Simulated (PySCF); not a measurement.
**How methods differ on the electron affinity of Cu**

Cu⁻ [Ar] 3d10 4s2 (1S) → Cu [Ar] 3d10 4s1 (2S), as a difference of total energies. Computed with PySCF 2.14 in def2-QZVPPD (11s6p5d4f2g, 100 functions), with the non-relativistic Hamiltonian (point nucleus). Correlated levels: valence: [Ar] frozen; valence and next inner shell: [Ne] frozen. The calculations carry no spin-orbit coupling.

| method | electron affinity (eV) | difference from reference (eV) |
| --- | --- | --- |
| UHF | -0.117 | -1.353 |
| LDA | 1.455 | +0.219 |
| PBE | 1.237 | +0.001 |
| PBE0 | 0.961 | -0.275 |
| r2SCAN | 1.106 | -0.130 |
| BHandHLYP | 0.819 | -0.417 |
| CAM-B3LYP | 1.058 | -0.178 |
| PW91 | 1.259 | +0.023 |
| revPBE | 1.141 | -0.095 |
| MP2 (valence) | 0.815 | -0.421 |
| SCS-MP2 (valence) | 0.855 | -0.381 |
| MP2 (valence and next inner shell) | 0.842 | -0.394 |
| SCS-MP2 (valence and next inner shell) | 0.874 | -0.362 |

Reference: 1.236 eV (measured; photodetachment measurements, as compiled on the Wikipedia data page of electron affinities).

These non-relativistic numbers lack the scalar-relativistic shift.

Errors of the correlated levels include the incompleteness of this basis and the frozen core.

A negative affinity means that the anion lies above the atom at that level of theory.

In the anion the highest occupied orbital energy is positive at LDA, PBE, PBE0, r2SCAN, BHandHLYP, PW91, revPBE, a self-interaction effect; the basis confines that electron, and the energy difference can still be sensible.
